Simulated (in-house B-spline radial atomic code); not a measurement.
**RPA and G0W0 on PBEsol: Al6+**

Configuration [He] 2s2 2p3, highest spin, mean-field start PBEsol. Computed with a B-spline radial code for spherical atoms: all electrons, scalar-relativistic (spin-free one-electron X2C), finite nucleus, each spin shell either full or empty, empty states to l = 9 with an (l + 1/2)⁻⁴ tail; G0W0 by contour deformation at full frequency.

Command:
```bash
python run_gw.py task.json out
```
Settings (radii: box in bohr, nucleus in fm):
```
Z                        13
electrons                7
configuration            [He] 2s2 2p3
hamiltonian              x2c
method                   pbesol
lmax                     9
rms_radius               3.061
spin_polarised           True
box_radius               9.29
intervals                68
```

Run time, properties included: 1.2 s on 1 thread of AMD EPYC 7R43 64-Core Processor, with other jobs on the host.

Energies (hartree):

```tsv
term	value
mean-field total	-223.18483
Hartree-Fock functional on these orbitals	-223.55220
direct second order	-0.43483
second-order exchange	0.21197
SOSEX correction	0.1897
```

**Question.** What is the RPA correlation energy, and what remains with SOSEX?

**Answer.** RPA gives -0.38855 hartree (-1.51 eV per electron); RPA + SOSEX gives -0.19885, and the second-order doubles -0.22287 hartree (no singles). SOSEX takes back 49 % of the RPA value.

Quasi-particle levels (eV):

```
  level  occupied  mean field  Σx - vxc     Σc  QP weight      G0W0
  2p up       yes     -221.36    -22.33      ?          ?         ?
2s down       yes     -242.84    -14.36  -2.97      0.969   -260.17
1s down       yes    -1684.22    -85.87  18.40      0.891  -1751.69
2p down        no     -207.66     21.37  -4.33      0.976   -190.62
```

G0W0 = mean field + (Σx - vxc) + Σc, with Σc (partial-wave tail included) taken at the quasi-particle energy. Levels of low weight are left out.

**Question.** Where does G0W0 put 2p up?

**Answer.** At -241.75 eV, with Σc = 1.94 eV and a quasi-particle weight of 0.965. The tabulated removal energy is 241.76 ± 0.09 eV (NIST, semi-empirical); the calculation leaves out spin-orbit coupling, Breit and QED terms, and what these don't explain is the method's own error.
